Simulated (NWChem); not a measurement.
System: SeICl; SMILES I[Se]Cl

Results from NWChem. Geometry: optimised at PBE0/def2-SVP. def2 effective core potentials on I; no spin-orbit coupling. Ions are spin-unrestricted doublets at the neutral geometry; other ion states weren't tried.

| level | vertical ionisation energy, ΔSCF (eV) | −ε(HOMO) (eV) | ΔSCF minus −ε(HOMO) (eV) |
|---|---|---|---|
| B3LYP/def2-SVP | 8.80 | 6.44 | 2.36 |
| PBE/def2-SVP | 8.54 | 5.50 | 3.04 |
| r2SCAN/def2-SVP | 8.80 | 5.86 | 2.94 |
| LDA (Slater exchange, VWN5)/def2-SVP | 8.71 | 5.61 | 3.10 |
| Hartree-Fock/def2-SVP | 8.60 | 9.43 | -0.83 |
